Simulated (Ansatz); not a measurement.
Zr(OH)Cl3 (ZrCl3OH). The state is a singlet with charge 0. Geometry PBE-D4/def2-SVP, basis def2-TZVP, Ansatz.

| run | HOMO (eV) | LUMO (eV) |
| --- | --- | --- |
| A | -7.92 | -2.86 |
| B | -11.51 | 0.00 |
| C | -7.75 | -2.72 |
| D | -9.31 | -2.09 |
| E | -11.69 | 0.04 |
| F | -7.87 | -2.78 |

In the def2 sets Zr takes a core potential; there is no spin–orbit coupling.

Problem. The runs used BLYP, PBE, PBE0, revPBE, ωB97M-V, ωB97X-V. Estimate which is which.

Solution. A PBE (0 % exact exchange); B ωB97M-V (range-separated); C BLYP (0 % exact exchange); D PBE0 (25 % exact exchange); E ωB97X-V (range-separated); F revPBE (0 % exact exchange). Exact exchange lowers occupied and raises empty levels; among semilocal functionals meta-GGAs tend to open the gap a little, and such runs are hard to tell apart. The gap grows from 5.03 eV (BLYP) to 11.73 eV (ωB97X-V).
